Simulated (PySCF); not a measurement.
Molecule: sum formula H$_{2}$SiO$_{2}$Br$_{2}$, net charge 0, singlet state. 
Structure (B3LYP-D3(BJ)/def2-TZVP (Ansatz) minimum search):
```
Si
O 1 1.6204
H 2 0.9622 1 118.21
O 1 1.6271 2 109.08 3 56.64
H 4 0.9613 1 118.82 2 -169.73
Br 1 2.2067 2 106.51 3 177.81
Br 1 2.2294 2 111.53 3 -63.50
```

Dispersion corrections to the total energy (kcal/mol) from the dftd3 and dftd4 libraries through PySCF: D3(BJ) without and D4 with the three-body term, each with the damping fitted for the functional named.

```csv
functional,D3(BJ),D4
r2SCAN,(withheld),-1.24
B2PLYP,-4.90,-3.92
HSE06,-3.92,-4.55
PW6B95,-3.35,(withheld)
CAM-B3LYP,-4.65,-5.00
B2GP-PLYP,(withheld),-2.42
BHLYP,-8.18,-8.11
```

**Question.** Some entries are withheld; supply them.

**Answer.** 
- r2SCAN, D3(BJ): -1.35
- PW6B95, D4: -4.50
- B2GP-PLYP, D3(BJ): -5.50
